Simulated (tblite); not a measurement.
C8H5O2S (charge -1).
Atom-mapped SMILES: `[O-:1][c:2]1[cH:3][c:4](-[c:5]2[cH:6][cH:7][cH:8][o:9]2)[cH:10][s:11]1` (hydrogens: H12 on C3; H13 on C6; H14 on C7; H15 on C8; H16 on C10)

Cartesian coordinates in Å at the GFN2-xTB level; atoms count from 1:
```xyz
16
C8H5O2S angstrom
O      4.0139    1.4258   -0.4057
C      3.0340    0.7193   -0.1968
C      1.6745    0.9149   -0.2652
C      0.8546   -0.1956    0.0657
C     -0.5827   -0.1502    0.0410
C     -1.4472    0.8729   -0.2741
C     -2.7544    0.3577   -0.1286
C     -2.6082   -0.9362    0.2624
O     -1.3013   -1.2560    0.3688
C      1.5610   -1.3159    0.4109
S      3.2686   -1.0644    0.3477
H      1.2811    1.8733   -0.5592
H     -1.1787    1.8656   -0.5718
H     -3.6781    0.8798   -0.2927
H     -3.3204   -1.7069    0.4884
H      1.1756   -2.2752    0.6978
```

Computed with GFN2-xTB (tblite): harmonic, unscaled wavenumbers at the GFN2-xTB geometry, gas phase. Against measured fundamentals such values can be off by several per cent, at times by over 20. One conformer, not necessarily the lowest.

Harmonic wavenumbers (cm⁻¹): 45.4, 93.7, 120.8, 217.4, 288.1, 321.3, 365.4, 412.8, 497.0, 520.8, 554.0, 554.8, 574.7, 626.7, 660.5, 672.0, 716.7, 783.3, 798.6, 832.0, 855.3, 862.3, 947.9, 1039.1, 1067.9, 1108.4, 1128.4, 1134.2, 1173.0, 1211.7, 1254.8, 1367.9, 1404.4, 1476.2, 1523.0, 1569.1, 1759.8, 3095.6, 3129.0, 3133.3, 3148.5, 3182.2.

A = 2876, B = 545.7, C = 458.6 MHz; mass 165.001 u (most abundant isotopes); point group Cs, symmetry number 1.

**Question.** What is the zero-point energy?

**Answer.** Half the sum of the wavenumbers: 23114 cm⁻¹ = 66.09 kcal/mol.

**Question.** Give the ideal-gas entropy at 500 K and 1 bar in the rigid-rotor, harmonic-oscillator model (classical rotation).

**Answer.** Translation 43.81, rotation 32.02, vibration 43.88: S = 119.7 cal/(mol K).

**Question.** And Cp and H(500 K) − H(0)?

**Answer.** Cp = 54.66 cal/(mol K), of which vibrations give 46.72 (their classical limit is 42 R = 83.5); H(500 K) − H(0) = 15.80 kcal/mol without the zero-point energy, 11.82 from vibrations.

**Question.** What must be added to the electronic energy to get the Gibbs energy at 500 K and 1 bar?

**Answer.** ZPE + [H(500 K) − H(0)] − T·S = 66.09 + 15.80 − 59.86 = 22.03 kcal/mol.

**Question.** Blend soft modes into free rotors: weight 1/[1 + (100 cm⁻¹/ν̃)⁴] for the oscillator and the rest for a rotor with moment μB/(μ + B), μ = h/(8π²ν), B = 10⁻⁴⁴ kg m². What vibrational entropy results?

**Answer.** 41.12 cal/(mol K) in place of 43.88, which changes −T·S at 500 K by +1.38 kcal/mol.

**Question.** Which modes carry the vibrational entropy at 500 K?

**Answer.** 45.4 cm⁻¹: 6.03; 93.7 cm⁻¹: 4.60; 120.8 cm⁻¹: 4.10; 217.4 cm⁻¹: 2.95; 288.1 cm⁻¹: 2.42; 321.3 cm⁻¹: 2.21 cal/(mol K); the other 36 give 21.58 together.

**Question.** How do the functions run with temperature in this model?

**Answer.** 
```csv
T (K),S (cal/(mol K)),Cp (cal/(mol K)),H − H(0) (kcal/mol),G − H(0) (kcal/mol),ln q(vib)
100,69.4,15.9,1.17,-5.77,1.31
200,83.4,26.3,3.25,-13.43,3.29
300,96.2,37.5,6.45,-22.41,5.48
800,148.8,68.8,34.56,-84.52,17.13
1000,164.8,74.2,48.89,-115.92,21.40
```

q(vib) and H(0) count from the zero-point level.

Hindered rotation and anharmonicity are outside this model. Other conformers, if any are populated, would add a mixing term that is left out.
